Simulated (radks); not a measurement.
Results of a calculation; reference values are marked as such.
Task: Valence configurations of the neodymium ion Nd+ (all share [Xe]). Code: a radial shooting solver on a logarithmic mesh with Libxc functionals. Model: scalar-relativistic Kohn-Sham, r2SCAN, spin-polarised, spherical densities, finite nucleus; open shells are filled with parallel spins first (spin-orbit coupling, left out, can overturn this in heavy ions); meta-GGA in the generalised Kohn-Sham scheme; Fermi nuclear charge, rms radius 4.9123 fm. Order these by energy: 4f4 6p1; 4f3 6s2; 4f3.5 6p1.5; 4f1.5 6s1.5 6p2; 4f3.5 6s1.5; 4f4 5d1; 4f4 6s1; 4f5; 4f4.5 6s0.5; 4f3 6s1 6p1.

Result: From the lowest, in eV above it: 4f4 6s1 0.000; 4f4.5 6s0.5 0.652; 4f4 5d1 1.061; 4f3.5 6s1.5 1.378; 4f5 2.107; 4f4 6p1 3.030; 4f3 6s2 3.992; 4f3.5 6p1.5 5.580; 4f3 6s1 6p1 6.294; 4f1.5 6s1.5 6p2 29.874. NIST lists [Xe] 4f4 6s1 as the ground configuration; this level of theory agrees among the configurations tried. The energies are those of spherical high-spin densities, not of single terms.
